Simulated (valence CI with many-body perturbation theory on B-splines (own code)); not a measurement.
# Eu⁴⁹⁺: calculated level list

Method: valence CI with perturbative core correlation (CI+MBPT): four valence electrons over a frozen Dirac-Fock core [Ne], radial functions for each j: 11 s, 11 p, 10 d, 8 f, 5 g, 2 h, with the one-electron correlation potential Σ1 (screened to all orders), the two-electron term Σ2, the three-electron term Σ3, Breit, model QED; selected single and double excitations, second order for the rest, scaled by the run's own slope (own B-spline code, finite nucleus).

The last digits are not significant, and no measured levels were compared; by estimate large intervals hold to a few tenths of a per cent, small ones and those within an open d or f shell to about a per cent. Among the levels kept, up to 590 cm⁻¹ of a level comes from second order outside the variational space, and about a tenth of that is noise between levels of different J, which matters for small intervals.

Levels 136 to 177 of 177, with energies above the lowest level, (3s^2 3p1/2^2) J=0. "Leading %" is the weight of the configuration and term that name the level; weights of strongly mixed levels are sums over their largest components and can fall short. In the jj column 3d3/2^4 stands for four electrons in 3d with j = 3/2. Lifetimes count E1, E2, E3, M1 and M2 decay at the calculated energies, and are blank where another channel may lead or the interval is too uncertain; long ones can be off by a factor of two.

```tsv
No.	Configuration	Term	J	E (× 10³ cm⁻¹)	Leading %	g	Lifetime	Second component	Leading jj
136	3p3.3d	3F°	2	7595.1	45	0.953	1.21 ps	17 % 3p3.3d 3D°	3p1/2 3p3/2^2 3d3/2 (84 %)
137	3s.3p.3d2	3P°	1	7627.0	40	1.155	1.65 ps	24 % 3p3.3d 3D°	3s 3p1/2 3d5/2^2 (60 %)
138	3p3.3d	5D°	1	7648.6	29	1.054	1.05 ps	20 % 3p3.3d 3D°	3p1/2 3p3/2^2 3d3/2 (64 %)
139	3p3.3d	3F°	3	7664.5	33	1.088	1.08 ps	24 % 3p3.3d 3D°	3p1/2 3p3/2^2 3d3/2 (82 %)
140	3p3.3d	5D°	0	7693.8	40		867 fs	27 % 3p3.3d 1S°	3p1/2 3p3/2^2 3d3/2 (83 %)
141	3p3.3d	3G°	4	7704.5	41	1.039	1.21 ps	36 % 3p3.3d 1G°	3p1/2 3p3/2^2 3d3/2 (87 %)
142	3p2.3d2	3F	2	7787.2	39	0.721	7.37 ps	28 % 3p2.3d2 5G	3p1/2^2 3d3/2^2 (97 %)
143	3p3.3d	3F°	2	7790.0	36	1.017	836 fs	22 % 3p3.3d 1D°	3p1/2 3p3/2^2 3d3/2 (82 %)
144	3p3.3d	3P°	1	7847.2	25	1.285	713 fs	19 % 3p3.3d 3S°	3p1/2 3p3/2^2 3d3/2 (64 %)
145	3p3.3d	3F°	2	7852.5	25	1.085	873 fs	21 % 3p3.3d 3P°	3p1/2 3p3/2^2 3d3/2 (70 %)
146	3p3.3d	3D°	3	7875.5	34	1.130	707 fs	15 % 3p3.3d 1F°	3p1/2 3p3/2^2 3d3/2 (73 %)
147	3p4	3P	0	7920.3	55		418 fs	33 % 3p4 1S	3p3/2^4 (88 %)
148	3p3.3d	3F°	4	7932.5	44	1.256	1.38 ps	24 % 3p3.3d 5D°	3p1/2 3p3/2^2 3d5/2 (84 %)
149	3p2.3d2	3P	0	7943.3	55		5.43 ps	32 % 3p2.3d2 5D	3p1/2^2 3d3/2^2 (94 %)
150	3p3.3d	3D°	3	7960.6	44	1.272	1.08 ps	18 % 3p3.3d 3F°	3p1/2 3p3/2^2 3d5/2 (81 %)
151	3p3.3d	3G°	5	7970.5	76	1.182	2.16 ps	10 % 3s.3p.3d2 3G°	3p1/2 3p3/2^2 3d5/2 (76 %)
152	3p3.3d	3D°	1	7976.1	26	1.026	738 fs	21 % 3p3.3d 1P°	3p1/2 3p3/2^2 3d3/2 (61 %)
153	3s.3p.3d2	5D°	0	7990.3	74		870 fs	14 % 3s.3p.3d2 3P°	3s 3p3/2 3d3/2^2 (81 %)
154	3p3.3d	1G°	4	7991.4	34	1.178	1.22 ps	23 % 3p3.3d 5D°	3p1/2 3p3/2^2 3d5/2 (83 %)
155	3s.3p.3d2	5F°	2	8013.0	32	1.188	665 fs	31 % 3s.3p.3d2 5D°	3s 3p3/2 3d3/2^2 (69 %)
156	3s.3p.3d2	5D°	1	8014.7	45	1.065	624 fs	12 % 3s.3p.3d2 5F°	3s 3p3/2 3d3/2^2 (59 %)
157	3s.3p.3d2	5F°	3	8023.0	36	1.203	738 fs	15 % 3s.3p.3d2 5D°	3s 3p3/2 3d3/2^2 (74 %)
158	3p3.3d	3P°	0	8032.4	36		1.03 ps	29 % 3p3.3d 1S°	3p1/2 3p3/2^2 3d5/2 (64 %)
159	3s.3p.3d2	5F°	4	8053.7	27	1.234	810 fs	19 % 3s.3p.3d2 5G°	3s 3p3/2 3d3/2^2 (70 %)
160	3p3.3d	1P°	1	8065.2	29	1.080	1.09 ps	22 % 3p3.3d 3D°	3p1/2 3p3/2^2 3d5/2 (73 %)
161	3p3.3d	3P°	2	8121.6	38	1.274	1.39 ps	26 % 3p3.3d 3D°	3p1/2 3p3/2^2 3d5/2 (85 %)
162	3p2.3d2	3F	3	8145.4	30	1.070	4.83 ps	28 % 3p2.3d2 5G	3p1/2^2 3d3/2 3d5/2 (96 %)
163	3s.3p.3d2	5S°	2	8171.2	31	1.689	683 fs	27 % 3s.3p.3d2 5P°	3s 3p3/2 3d3/2^2 (69 %)
164	3s.3p.3d2	5G°	5	8173.8	49	1.280	1.21 ps	29 % 3s.3p.3d2 5F°	3s 3p3/2 3d3/2 3d5/2 (77 %)
165	3p3.3d	3F°	3	8174.6	30	1.151	1.22 ps	25 % 3p3.3d 1F°	3p1/2 3p3/2^2 3d5/2 (82 %)
166	3p3.3d	1F°	3	8206.4	32	1.071	1.08 ps	11 % 3p3.3d 3G°	3p1/2 3p3/2^2 3d5/2 (68 %)
167	3s.3p.3d2	5D°	4	8210.1	41	1.346	1.12 ps	21 % 3s.3p.3d2 3F°	3s 3p3/2 3d3/2 3d5/2 (83 %)
168	3s.3p.3d2	5G°	6	8214.1	76	1.284	2.90 ps	24 % 3s.3p.3d2 3H°	3s 3p3/2 3d3/2 3d5/2 (69 %)
169	3p3.3d	1D°	2	8216.8	26	1.063	1.01 ps	10 % 3p3.3d 3D°	3p1/2 3p3/2^2 3d5/2 (63 %)
170	3s.3p.3d2	3D°	1	8224.9	19	0.958	639 fs	14 % 3s.3p.3d2 5D°	3s 3p3/2 3d3/2 3d5/2 (31 %)
171	3p2.3d2	3P	2	8226.3	23	1.183	4.51 ps	9 % 3p2.3d2 3F	3p1/2^2 3d3/2 3d5/2 (95 %)
172	3s.3p.3d2	3D°	1	8234.7	16	1.049	718 fs	15 % 3p3.3d 3S°	3p1/2 3p3/2^2 3d5/2 (52 %)
173	3s.3p.3d2	5P°	3	8243.6	43	1.483	1.42 ps	31 % 3s.3p.3d2 5D°	3s 3p3/2 3d3/2 3d5/2 (87 %)
174	3p3.3d	3D°	2	8245.7	49	1.150	804 fs	15 % 3p3.3d 3P°	3p1/2 3p3/2^2 3d5/2 (74 %)
175	3p2.3d2	5D	1	8255.8	39	1.518	4.15 ps	27 % 3p2.3d2 3P	3p1/2^2 3d3/2 3d5/2 (96 %)
176	3p2.3d2	3F	4	8263.3	25	1.082	4.00 ps	20 % 3p2.3d2 3H	3p1/2^2 3d3/2 3d5/2 (94 %)
177	3s.3p.3d2	3F°	2	8283.2	44	0.896	573 fs	13 % 3s.3p.3d2 5D°	3s 3p3/2 3d3/2^2 (51 %)
```

Where two levels of one J and parity lie close, their mixing, g and order are uncertain.
